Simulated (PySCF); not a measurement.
## CdO⁻: one state, many levels of theory

State: ²Σ⁺ (doublet), unpaired electrons σ ↑. Set-up: Cd def2-SVPD with ECP28, O def2-SVPD; scalar-relativistic core potentials (PySCF 2.14). De refers to Cd + O⁻ in their high-spin ground configurations, without counterpoise correction. The functionals are run spin-unrestricted. A positive dipole points towards O; it is taken about the centre of mass and depends on that origin.

| Level | Re (Å) | ωe (cm⁻¹) | De (eV) | μ (D) |
| --- | --- | --- | --- | --- |
| ROHF-MP2 | 2.187 | 310 | 1.08 | n/a |
| ROHF-SCS-MP2 | 2.214 | 299 | n/a | n/a |
| PBE | 2.018 | 472 | 1.64 | -4.78 |
| PBEsol | 1.985 | 514 | 1.92 | -4.65 |
| r²SCAN | 2.008 | 465 | 1.65 | -4.55 |
| r²SCANh | 2.021 | 434 | 1.53 | -4.50 |
| B3LYP | 2.062 | 396 | 1.24 | -4.82 |
| PBE0 | 2.035 | 415 | 1.37 | -4.65 |
| CAM-B3LYP | 2.048 | 388 | 1.26 | -4.74 |

The bond length runs from 1.985 Å (PBEsol) to 2.214 Å (ROHF-SCS-MP2). De spans 1.08 eV (ROHF-MP2, perturbation theory) to 1.92 eV (PBEsol, GGA).

Correlated steps freeze 1 core orbital. Correlated levels converge slowly with the basis: in double zeta they bind strong bonds too weakly, by up to about 1 eV, and carry superposition errors of some tenths. Spin–orbit coupling is left out. For an ion De counts to the pair picked by the measured ionisation energies or electron affinities, which need not be the lowest pair at this level. The highest Kohn–Sham level is positive in this anion. Much of that is self-interaction error, but it also means that the finite basis helps to hold the extra electron. The state is the lowest determinant that a PBE0 search found; another state may lie lower at other levels.
